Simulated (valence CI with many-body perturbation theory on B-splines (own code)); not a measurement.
## E1 transitions of Se21+

Method: valence CI with perturbative core correlation (CI+MBPT): three valence electrons over a frozen Dirac-Fock core [Ne], a basis of 11 s, 11 p, 9 d, 7 f, 5 g, 2 h, 1 i functions for each j, with the one-electron correlation potential Σ1, the two-electron term Σ2, the three-electron term Σ3, Breit, model QED; selected CI, second order for the rest (own B-spline code, finite nucleus).

No measured levels were compared; by estimate levels of excited configurations hold to 0.05 to 0.15 % of their energy, terms of the ground configuration to about 0.5 %.

Lines 151 to 200 of 276 in falling wavelength, among levels below 1806100 cm⁻¹, chosen from the strongest by gf and those to the six lowest levels. Wavelengths and rates use the calculated energies, so an error of 500 cm⁻¹ moves a line at 151.4 Å by 0.076 % and its rate by three times that or more. Electric multipoles are in the length gauge, E1 and E2 with the static RPA response of the core. Weak lines are less certain than strong ones. Lines between different terms over intervals too small for the method are left out, as are lines whose strength nearly cancels. The highest levels of a list are the least certain.

Names give the largest LS component (configuration and term), which can be under half, so a name can repeat, a term be missing and a line seem to break the LS rules; names also repeat where a configuration has a term twice. Letters in brackets count levels of one name in rising energy.

| λ vac (Å) | Upper | Lower | A (s⁻¹) | S (a.u.) |
| --- | --- | --- | --- | --- |
| 151.4 | 3s3p3d ⁴F°_3/2 | 3s3p² ⁴P_1/2 | 7.22e+07 | 4.94e-04 |
| 151.3 | 3s3p3d ²F°_5/2 [a] | 3s3p² ²D_3/2 | 2.17e+10 | 2.23e-01 |
| 151.1 | 3s3p3d ²D°_3/2 | 3s3p² ²D_3/2 | 5.03e+10 | 3.42e-01 |
| 151.1 | 3p³ ²P°_3/2 | 3s3p² ⁴P_5/2 | 2.20e+07 | 1.50e-04 |
| 150.8 | 3p²3d ²P_1/2 [b] | 3p³ ²P°_1/2 | 4.32e+10 | 1.47e-01 |
| 150.7 | 3p²3d ²D_3/2 | 3p³ ²P°_1/2 | 8.10e+09 | 5.47e-02 |
| 150.6 | 3p³ ²P°_1/2 | 3s3p² ⁴P_3/2 | 2.21e+08 | 7.44e-04 |
| 150.4 | 3s3p3d ²F°_5/2 [b] | 3s3p² ²D_5/2 | 3.17e+10 | 3.20e-01 |
| 150.2 | 3s3p² ²S_1/2 | 3s²3p ²P°_1/2 | 7.20e+09 | 2.41e-02 |
| 149.7 | 3p²3d ²P_3/2 [b] | 3s3p3d ⁴D°_3/2 | 8.00e+09 | 5.30e-02 |
| 149.5 | 3s3p3d ⁴P°_5/2 | 3s3p² ⁴P_5/2 | 6.02e+09 | 5.96e-02 |
| 148.4 | 3s3p3d ²P°_1/2 [b] | 3s3p² ²P_3/2 | 2.94e+10 | 9.48e-02 |
| 148.0 | 3s3p3d ⁴D°_3/2 | 3s3p² ⁴P_5/2 | 9.87e+08 | 6.31e-03 |
| 147.7 | 3s3p² ²P_3/2 | 3s²3p ²P°_1/2 | 2.03e+10 | 1.29e-01 |
| 147.0 | 3p²3d ⁴P_5/2 | 3p³ ⁴S°_3/2 | 3.06e+10 | 2.88e-01 |
| 146.7 | 3p²3d ²P_3/2 [b] | 3p³ ²P°_3/2 | 1.83e+10 | 1.14e-01 |
| 146.6 | 3p²3d ²S_1/2 | 3p³ ²P°_3/2 | 5.11e+10 | 1.59e-01 |
| 146.0 | 3s3p3d ²F°_5/2 [b] | 3s3p² ²D_3/2 | 5.56e+09 | 5.12e-02 |
| 145.8 | 3s3d² ⁴F_3/2 | 3s3p3d ⁴D°_1/2 | 3.32e+10 | 2.03e-01 |
| 145.7 | 3s²3d ²D_3/2 | 3s²3p ²P°_3/2 | 2.02e+10 | 1.24e-01 |
| 145.4 | 3p²3d ²F_7/2 [b] | 3s3p3d ⁴P°_5/2 | 4.73e+09 | 5.74e-02 |
| 145.4 | 3s3p3d ²D°_5/2 | 3s3p² ²P_3/2 | 9.02e+10 | 8.20e-01 |
| 145.3 | 3p²3d ⁴P_3/2 [a] | 3p³ ⁴S°_3/2 | 9.71e+09 | 5.88e-02 |
| 145.2 | 3p²3d ²D_5/2 [b] | 3s3p3d ⁴D°_3/2 | 9.90e+09 | 8.98e-02 |
| 145.0 | 3p²3d ⁴P_5/2 | 3p³ ²D°_5/2 | 1.66e+10 | 1.50e-01 |
| 145.0 | 3s3p3d ²P°_3/2 [c] | 3s3p² ²P_3/2 | 5.11e+10 | 3.08e-01 |
| 144.5 | 3p³ ²P°_3/2 | 3s3p² ⁴P_3/2 | 4.82e+08 | 2.87e-03 |
| 144.2 | 3s3p3d ²P°_3/2 [b] | 3s3p² ²S_1/2 | 6.73e+10 | 3.99e-01 |
| 144.1 | 3s3p3d ²P°_3/2 [a] | 3s3p² ²P_1/2 | 7.84e+10 | 4.63e-01 |
| 143.6 | 3s²3d ²D_5/2 | 3s²3p ²P°_3/2 | 6.39e+10 | 5.61e-01 |
| 143.1 | 3s3p3d ⁴P°_5/2 | 3s3p² ⁴P_3/2 | 3.76e+10 | 3.26e-01 |
| 142.6 | 3p³ ²P°_1/2 | 3s3p² ⁴P_1/2 | 2.80e+07 | 8.01e-05 |
| 141.7 | 3s3p3d ⁴D°_3/2 | 3s3p² ⁴P_3/2 | 1.41e+10 | 7.90e-02 |
| 141.6 | 3s3p3d ⁴D°_1/2 | 3s3p² ⁴P_3/2 | 2.07e+09 | 5.79e-03 |
| 141.0 | 3p²3d ²P_3/2 [b] | 3p³ ²P°_1/2 | 9.78e+09 | 5.41e-02 |
| 140.6 | 3p²3d ⁴P_1/2 | 3p³ ⁴S°_3/2 | 6.00e+10 | 1.65e-01 |
| 140.0 | 3s3p3d ²F°_7/2 [a] | 3s3p² ²D_5/2 | 2.80e+10 | 3.03e-01 |
| 139.4 | 3p²3d ²P_1/2 [a] | 3p³ ²D°_3/2 | 3.19e+10 | 8.53e-02 |
| 139.0 | 3s3p3d ⁴D°_7/2 | 3s3p² ⁴P_5/2 | 5.92e+10 | 6.27e-01 |
| 138.8 | 3s3p3d ⁴D°_5/2 | 3s3p² ⁴P_5/2 | 4.31e+10 | 3.41e-01 |
| 138.5 | 3p²3d ⁴P_5/2 | 3p³ ²D°_3/2 | 1.39e+10 | 1.09e-01 |
| 138.3 | 3s3p3d ⁴P°_3/2 | 3s3p² ⁴P_5/2 | 1.81e+10 | 9.48e-02 |
| 137.4 | 3p²3d ²D_5/2 [a] | 3p³ ⁴S°_3/2 | 1.23e+10 | 9.42e-02 |
| 137.3 | 3p²3d ⁴P_3/2 [b] | 3p³ ⁴S°_3/2 | 5.06e+10 | 2.59e-01 |
| 137.1 | 3p³ ²P°_3/2 | 3s3p² ⁴P_1/2 | 1.17e+10 | 5.98e-02 |
| 137.0 | 3p²3d ⁴P_3/2 [a] | 3p³ ²D°_3/2 | 5.43e+10 | 2.75e-01 |
| 135.8 | 3s3p3d ²F°_5/2 [a] | 3s3p² ⁴P_5/2 | 1.77e+09 | 1.32e-02 |
| 135.6 | 3s3p3d ²D°_3/2 | 3s3p² ⁴P_5/2 | 3.19e+08 | 1.57e-03 |
| 135.6 | 3p²3d ²D_5/2 [a] | 3p³ ²D°_5/2 | 2.69e+10 | 1.99e-01 |
| 134.6 | 3s3p3d ⁴D°_3/2 | 3s3p² ⁴P_1/2 | 3.70e+10 | 1.78e-01 |
